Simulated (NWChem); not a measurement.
# C2H5BO3; SMILES OB1COCO1

```xyz
11

O      0.1392    -2.1703     0.0247
B      0.0598    -0.8134     0.0220
C      1.2391     0.2459    -0.0581
O      0.5423     1.4572     0.3035
C     -0.8033     1.2767    -0.0406
O     -1.1272    -0.1143     0.0796
H     -0.7442    -2.5820     0.0639
H      1.6848     0.3187    -1.0831
H      2.0760     0.0928     0.6525
H     -1.4362     1.8747     0.6497
H     -1.0145     1.5833    -1.0989
```
Atoms are numbered in this order, from 1.

All runs: NWChem. Coordinates come from a PBE-D3(BJ)/def2-SVP optimisation. B3LYP is NWChem's, with the RPA form of VWN correlation. Vzz is the largest principal value of the second derivative of the potential at the nucleus (NWChem prints the opposite sign); η is the asymmetry. Non-relativistic.

For level CAM-B3LYP/def2-SVP:

```yaml
Vzz B2 (a.u.): 0.327
Vzz O4 (a.u.): -1.903
```

### Question
How do the values read with level B3LYP/def2-TZVP instead?

### Answer
| Quantity | Value |
|---|---|
| Vzz B2 (a.u.) | 0.356 |
| Vzz O4 (a.u.) | -1.954 |
